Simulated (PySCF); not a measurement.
A structure optimised at PBE0-D3(BJ)/def2-SVP, used in a PySCF frequency run:

```xyz
10

C      3.1390    -0.0562    -0.6324
C      2.0510     0.1312     0.0676
C      0.9363     0.3250     0.7300
Si    -0.6484     0.6732    -0.1774
Cl    -2.0115    -0.8533     0.1675
H      3.7895     0.7821    -0.9007
H      3.4302    -1.0588    -0.9611
H      0.9474     0.2788     1.8274
H     -0.3729     0.7502    -1.6366
H     -1.2797     1.9292     0.3161
```

**Question.** Write its SMILES and formula.

**Answer.** C=C=C[SiH2]Cl, C₃H₅ClSi

**Question.** What are its rotational constants (standard atomic weights)?

**Answer.** 8.8296, 1.2909, 1.2293 GHz
